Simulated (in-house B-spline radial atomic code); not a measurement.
Values are calculated unless marked as measured or tabulated.
# Hg at several levels of theory

Ground configuration [Xe] 4f14 5d10 6s2. All numbers come from a B-spline radial code for spherical atoms, all electrons, at the radial basis limit. Mean-field, RPA, GW and linear-response runs are scalar-relativistic (one-electron X2C), no spin-orbit coupling, without Breit or QED terms, open shells spin-polarised at highest spin; the many-body runs on Dirac-Hartree-Fock orbitals are four-component, and their energies hold both.

Without the two-electron picture change, the correlation of inner shells comes somewhat too large for so heavy an element.

**Ionisation energy.** The reference is 10.438 eV (NIST, measured).

| method | value (eV) | minus reference (eV) |
| --- | --- | --- |
| minus the highest LDA VWN5 level | 7.11 | -3.33 |
| LDA VWN5, difference of total energies | 10.84 | +0.40 |
| minus the highest PBE level | 6.80 | -3.64 |
| PBE, difference of total energies | 10.46 | +0.02 |
| G0W0 on PBE | 10.62 | +0.18 |
| exact exchange + RPA on PBE | 10.77 | +0.34 |
| exact exchange + RPA + SOSEX on PBE | 10.21 | -0.23 |
| minus the highest r2SCAN level | 7.02 | -3.41 |
| r2SCAN, difference of total energies | 10.36 | -0.08 |
| minus the highest PBE0 level | 7.54 | -2.90 |
| PBE0, difference of total energies | 10.15 | -0.29 |
| G0W0 on PBE0 | 10.58 | +0.14 |
| minus the highest B3LYP (VWN-RPA) level | 7.52 | -2.92 |
| B3LYP (VWN-RPA), difference of total energies | 10.43 | -0.01 |
| minus the highest CAM-B3LYP level | 8.82 | -1.62 |
| minus the highest LC-wPBE level | 9.77 | -0.67 |
| minus the highest Hartree-Fock level | 8.89 | -1.55 |
| Hartree-Fock, difference of total energies | 8.48 | -1.95 |
| G0W0 on Hartree-Fock | 10.37 | -0.07 |
| MP2, difference of total energies | 10.75 | +0.32 |
| CI + MBPT for the two outer electrons | 10.24 | -0.19 |
| Dirac-Fock + self-energy with TDHF screening (6s1/2) | 9.78 | -0.66 |

Question: Which methods come closest, and which lies farthest off?

Answer: Closest: B3LYP (VWN-RPA), difference of total energies (-0.01 eV) and PBE, difference of total energies (+0.02 eV). Farthest: minus the highest PBE level (-3.64 eV). The PBE level misses by -3.6 eV while the PBE energy difference misses by +0.02 eV: the semilocal potential lacks the −1/r tail and the energy is convex in the electron number, but total energies at whole numbers are far better.

**Static dipole polarisability and C6** of two like species, by linear response:

| method | α (bohr³) | C6 (hartree·bohr⁶) |
| --- | --- | --- |
| LDA VWN5 | 33.97 | 330.4 |
| PBE | 35.34 | 346 |
| PBE0 | 36.74 | 359.3 |
| B3LYP (VWN-RPA) | 35.93 | 349.9 |
| CAM-B3LYP | 36.78 | 358.7 |
| LC-wPBE | 38.67 | 382.3 |
| TDHF | 45.14 | 448.2 |
| relativistic RPA (four-component TDHF) | 44.93 | 443.5 |

Question: What mean excitation energy do α and C6 imply in London's formula C6 = (3/4) α² ω?

Answer: LDA VWN5: ω = 0.382 hartree; relativistic RPA (four-component TDHF): ω = 0.293 hartree. A method that puts the excitations lower gives a larger α and a smaller ω.

Question: How do these compare with the recommended polarisability?

Answer: The recommended value is 33.91 bohr³ (Schwerdtfeger and Nagle, table of static dipole polarizabilities (2023 update)). The methods run from 0 % to +33 %; LDA VWN5 is nearest (0 %).

**Lowest terms** (eV, full linear response; a dash marks a state above the method's threshold or not assigned, «imaginary» a triplet instability of the closed-shell solution):

```tsv
method	6s → 7s 3S	6s → 7s 1S
LDA VWN5	-	-
PBE	-	-
PBE0	6.836	6.994
B3LYP (VWN-RPA)	6.924	6.997
CAM-B3LYP	7.122	7.243
LC-wPBE	7.160	7.399
TDHF	6.234	6.585
BSE on G0W0@HF	7.757	8.066
CI + MBPT, average over J	-	-
measured, average over J (NIST)	7.731	7.926
```

Question: Which methods give these terms best?

Answer: Mean absolute differences from the measured values, for methods that give all terms: BSE on G0W0@HF 0.08 eV; LC-wPBE 0.55 eV; CAM-B3LYP 0.65 eV; B3LYP (VWN-RPA) 0.87 eV; PBE0 0.91 eV; TDHF 1.42 eV.

Run times on one thread of shared hosts: mean field, RPA, SOSEX and G0W0 on PBE, for the atom and its ion, 16 s (Arm Neoverse V1); TDDFT with PBE, 7.1 s (Arm Neoverse N1); G0W0 and BSE, 64 s (Arm Neoverse N1); CI + MBPT, 320 s (Arm Neoverse N1); removal energies by the self-energy, 240 s (Arm Neoverse N1).
